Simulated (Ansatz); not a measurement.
```yaml
crystal:
  periodic: [false, false, false]
  atoms:
    - {symbol: C, position_ang: [-2.163470, 2.568484, 0.249819]}
    - {symbol: C, position_ang: [-0.727283, 2.489238, 0.832429]}
    - {symbol: C, position_ang: [-0.042474, 1.148096, 0.694519]}
    - {symbol: C, position_ang: [0.143108, 0.688081, -0.785454]}
    - {symbol: C, position_ang: [1.003152, -0.612806, -0.909564]}
    - {symbol: C, position_ang: [0.246621, -1.782326, -0.339717]}
    - {symbol: C, position_ang: [1.018509, -3.080946, -0.467249]}
    - {symbol: S, position_ang: [2.548164, -3.212768, 0.424728]}
    - {symbol: H, position_ang: [-2.569828, 3.508654, 0.478243]}
    - {symbol: H, position_ang: [-2.132952, 2.400188, -0.753073]}
    - {symbol: H, position_ang: [-2.779637, 1.803217, 0.828608]}
    - {symbol: H, position_ang: [-0.130722, 3.215992, 0.382195]}
    - {symbol: H, position_ang: [-0.720456, 2.730497, 1.965409]}
    - {symbol: H, position_ang: [-0.678094, 0.386489, 1.260190]}
    - {symbol: H, position_ang: [0.891072, 1.065595, 1.207912]}
    - {symbol: H, position_ang: [-0.779066, 0.536302, -1.247848]}
    - {symbol: H, position_ang: [0.662742, 1.548382, -1.288033]}
    - {symbol: H, position_ang: [1.139200, -0.777704, -1.909303]}
    - {symbol: H, position_ang: [1.977973, -0.554148, -0.327763]}
    - {symbol: H, position_ang: [-0.711603, -1.976494, -0.866174]}
    - {symbol: H, position_ang: [-0.034013, -1.729515, 0.745210]}
    - {symbol: H, position_ang: [0.427034, -4.007342, -0.263474]}
    - {symbol: H, position_ang: [1.371676, -3.257016, -1.593147]}
    - {symbol: H, position_ang: [1.967340, -3.237300, 1.623565]}
basis:
  gaussian: {orbitals: "6-31++G**"}
total_charge: -1
magnetization: {spin_polarized: true, initial_magnetization: 1}
hamiltonian: {xc: {name: wB97M-V}, dispersion: rvv10}
```

```sh
$ ansatz run in.yaml --threads 4 --pin off --events-out ev --progress --plain --max-ram 66560MiB --backend cpu
```

Question: How does Ansatz answer? (Estimate.)

Answer: Ansatz gave: The input was rejected before any iteration.
```
Error: invalid value for `hamiltonian.dispersion`: this functional's text states its nonlocal part
```
